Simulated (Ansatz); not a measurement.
Relaxation of CH2O2Te (6 atoms, charge 0, multiplicity 1), to a largest force component of 0.015 eV/Å in at most 40 steps.

These are results of RKS BHLYP/def2-SVP (Ansatz), not measurements.

```xyz
6
Properties=species:S:1:pos:R:3
O -0.306 -1.342 0.853
C -0.016 -0.426 0.000
O 1.299 -0.127 -0.209
Te -1.413 0.610 -1.118
H 1.583 0.600 -0.898
H -1.576 1.837 0.115
```

Q: Where does it end, and by what steps?

A: The forces met the threshold. The force dipped under the threshold on the way, but the program's further checks kept it going. After 22 steps the energy has fallen by 1.045 eV; H6 moved furthest, 1.00 Å.

```json
{"step": "0", "energy less start (eV)": "0.0000", "largest force component (eV/Å)": "5.334", "accepted": "yes"}
{"step": "1", "energy less start (eV)": "-0.6996", "largest force component (eV/Å)": "3.138", "accepted": "yes"}
{"step": "2", "energy less start (eV)": "-0.5232", "largest force component (eV/Å)": "4.321", "accepted": "no"}
{"step": "3", "energy less start (eV)": "-0.9423", "largest force component (eV/Å)": "0.669", "accepted": "yes"}
{"step": "4", "energy less start (eV)": "-0.9539", "largest force component (eV/Å)": "0.264", "accepted": "yes"}
{"step": "5", "energy less start (eV)": "-0.9584", "largest force component (eV/Å)": "0.179", "accepted": "yes"}
{"step": "6", "energy less start (eV)": "-0.9597", "largest force component (eV/Å)": "0.153", "accepted": "yes"}
{"step": "7", "energy less start (eV)": "-0.9636", "largest force component (eV/Å)": "0.124", "accepted": "yes"}
{"step": "8", "energy less start (eV)": "-0.9615", "largest force component (eV/Å)": "0.519", "accepted": "no"}
{"step": "9", "energy less start (eV)": "-0.9708", "largest force component (eV/Å)": "0.126", "accepted": "yes"}
{"step": "10", "energy less start (eV)": "-0.9814", "largest force component (eV/Å)": "0.179", "accepted": "yes"}
{"step": "11", "energy less start (eV)": "-0.9910", "largest force component (eV/Å)": "0.481", "accepted": "yes"}
{"step": "12", "energy less start (eV)": "-1.0233", "largest force component (eV/Å)": "0.341", "accepted": "yes"}
{"step": "13", "energy less start (eV)": "-1.0400", "largest force component (eV/Å)": "0.200", "accepted": "yes"}
{"step": "14", "energy less start (eV)": "-1.0369", "largest force component (eV/Å)": "0.488", "accepted": "no"}
{"step": "15", "energy less start (eV)": "-1.0420", "largest force component (eV/Å)": "0.070", "accepted": "yes"}
{"step": "16", "energy less start (eV)": "-1.0424", "largest force component (eV/Å)": "0.106", "accepted": "yes"}
{"step": "17", "energy less start (eV)": "-1.0343", "largest force component (eV/Å)": "0.314", "accepted": "no"}
{"step": "18", "energy less start (eV)": "-1.0439", "largest force component (eV/Å)": "0.028", "accepted": "yes"}
{"step": "19", "energy less start (eV)": "-1.0446", "largest force component (eV/Å)": "0.005", "accepted": "yes"}
{"step": "20", "energy less start (eV)": "-1.0447", "largest force component (eV/Å)": "0.058", "accepted": "yes"}
{"step": "21", "energy less start (eV)": "-1.0405", "largest force component (eV/Å)": "0.353", "accepted": "no"}
{"step": "22", "energy less start (eV)": "-1.0450", "largest force component (eV/Å)": "0.011", "accepted": "yes"}
```

```xyz
6
Properties=species:S:1:pos:R:3
O -0.296 -0.818 0.997
C 0.147 -0.213 0.093
O 1.374 -0.413 -0.375
Te -0.993 1.329 -0.954
H 1.592 0.169 -1.102
H -2.252 1.099 0.084
```

Run time: 81 s on 1 thread of Arm Neoverse V1, on a shared host, peak memory 0.16 GiB.
